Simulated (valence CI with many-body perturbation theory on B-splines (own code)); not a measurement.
## Lu50+ in three bases

Computed by relativistic CI+MBPT: three valence electrons over a frozen Dirac-Fock core [Ar], radial functions for each j: 7 s, 7 p, 8 d, 6 f, 4 g, 1 h, with the one-electron correlation potential Σ1, the two-electron term Σ2, the three-electron term Σ3, Breit, model QED; selected CI, second order for the rest, scaled by the run's own slope (own B-spline code, finite nucleus).

The last digits are not significant, and no measured levels were compared; by estimate large intervals hold to a few tenths of a per cent, small ones and those within an open d or f shell to about a per cent. Only levels of the ground parity were solved; by the run's estimate the other parity begins above the list, which can be wrong where configurations are misplaced.

The reference run has the lowest level (3d3/2^3) J=3/2 and an ionisation energy of 4533.02 eV. Its largest variational space holds 4695 state functions.

Levels are named by their leading jj configuration (3d3/2^4 stands for four electrons in 3d with j = 3/2), which in mixed levels can hold well under half, so a name can repeat and another be missing. Letters in brackets count levels of one name in rising energy.

Changed runs:
A. basis 6 s, 6 p, 5 d, 5 f, 1 g
B. basis 5 s, 5 p, 4 d, 4 f

Excitation energies of the reference run in cm⁻¹, and shifts in cm⁻¹:

| Level | Reference | A | B |
| --- | --- | --- | --- |
| (3d3/2^2 3d5/2) J=5/2 [a] | 426070 | -245 | -410 |
| (3d3/2^2 3d5/2) J=3/2 | 475370 | -90 | -49 |
| (3d3/2^2 3d5/2) J=7/2 | 502612 | +12 | +113 |
| (3d3/2^2 3d5/2) J=9/2 | 503762 | +91 | +302 |
| (3d3/2^2 3d5/2) J=1/2 | 515951 | +33 | +198 |
| (3d3/2^2 3d5/2) J=5/2 [b] | 690833 | +287 | +634 |
| (3d3/2 3d5/2^2) J=7/2 [a] | 920080 | -189 | -269 |
| (3d3/2 3d5/2^2) J=9/2 | 954447 | -101 | -54 |
| (3d3/2 3d5/2^2) J=3/2 [a] | 994249 | -43 | -20 |
| (3d3/2 3d5/2^2) J=1/2 | 1016600 | +96 | +334 |
| (3d3/2 3d5/2^2) J=11/2 | 1028250 | +165 | +535 |
| (3d3/2 3d5/2^2) J=5/2 [a] | 1031510 | +46 | +206 |
| Ionisation energy (eV) | 4533.02 | -0.07 | -0.10 |
